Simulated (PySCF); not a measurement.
A structure optimised at PBE-D3(BJ)/def2-SVP, used in a PySCF frequency run:

```xyz
8

Ti    -0.5435     0.5819     0.0000
Cl    -1.3515    -0.3339     1.7591
Cl    -1.3515    -0.3339    -1.7591
O      1.1415     0.3700     0.0000
Si     2.8096    -0.2385     0.0000
H      2.9044    -1.0400    -1.2559
H      3.6320     1.0074     0.0000
H      2.9044    -1.0400     1.2559
```
Charge +1, spin multiplicity 1.

Problem. Write its SMILES, formula and point group.

Solution. [SiH3][O][Ti+]([Cl])[Cl], Cl2H3OSiTi, Cs

Problem. What are its rotational constants (standard atomic weights)?

Solution. 1.9927, 1.1327, 0.79252 GHz
